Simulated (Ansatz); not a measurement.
CH$_{3}$ClSSi, SMILES `Cl[SiH]1CS1`. Charge 0, multiplicity 1.

```
atom    x (Å)    y (Å)    z (Å)
 Cl1   1.4943   1.2443   1.6059
 Si2  -0.0990   0.7076   0.4567
  C3  -0.0484  -0.8698  -0.4642
  S4   0.0718   0.6221  -1.6020
  H5  -1.3322   1.2136   1.0815
  H6   0.8619  -1.4617  -0.4540
  H7  -0.9485  -1.4560  -0.6238
```

Task: List the harmonic frequencies (cm⁻¹, unscaled) at PBE0-D4/def2-TZVP in Ansatz. (An estimate is asked.)

Result: Computed: 176, 203, 483, 568, 584, 618, 753, 808, 853, 957, 1018, 1419, 2291, 3126, 3212.

Task: Is this a minimum?

Result: Yes, all 15 modes are real.

Task: Give the ideal-gas thermochemistry at 298.15 K and 1 bar (rigid rotor, harmonic oscillator; point group C1, symmetry number 1).

Result: Zero-point energy 102.1 kJ/mol; H(298) − E = 117.8 kJ/mol; entropy 310.3 J/(mol·K), of which translation 167.6, rotation 111.7, vibration 31.0; G(298) − E = 25.3 kJ/mol.

Task: Rotational constants (cm⁻¹)?

Result: 0.2898, 0.06631, 0.06199.
